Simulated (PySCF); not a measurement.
**Polarisability and C₆ of Co (cobalt, neutral)**

[Ar] 3d6 4s2 4p1, one real determinant (an excited configuration). Calculation: PySCF 2.14, in aug-cc-pwCVTZ (10s9p7d4f3g, 127 functions); the non-relativistic Hamiltonian (point nucleus). Coupled (time-dependent) response in atomic units; α is the mean over directions.

| method | mean α (bohr³) | α xx, yy, zz | C₆ (like pair) | S(−4) |
| --- | --- | --- | --- | --- |
| M06 | 64.75 | 52.27, 52.27, 89.72 | 569.5 | 3228 |

S(−4) is the Cauchy moment in α(ω) = α(0) + S(−4) ω² + …

α(iu) at M06:

```csv
u (hartree),α(iu) (bohr³)
0,64.75
0.0500,58.14
0.100,46.58
0.200,28.98
0.300,19.11
0.500,10.04
0.750,5.738
1.00,3.852
1.50,2.220
2.00,1.508
3.00,0.8658
5.00,0.4123
```

A single London oscillator, α(iu) = α/(1 + u²/ω²), gives C₆ = (3/4) ω α². Matching the computed C₆ needs ω = 4 × 569.5 / (3 × 64.75²) = 0.181 hartree.

The components differ because the open shell of this determinant is not spherical; for a pure term their mean is the scalar polarisability.

⟨L²⟩ = 8.02 against 12 for a pure F term, so this real determinant mixes terms.
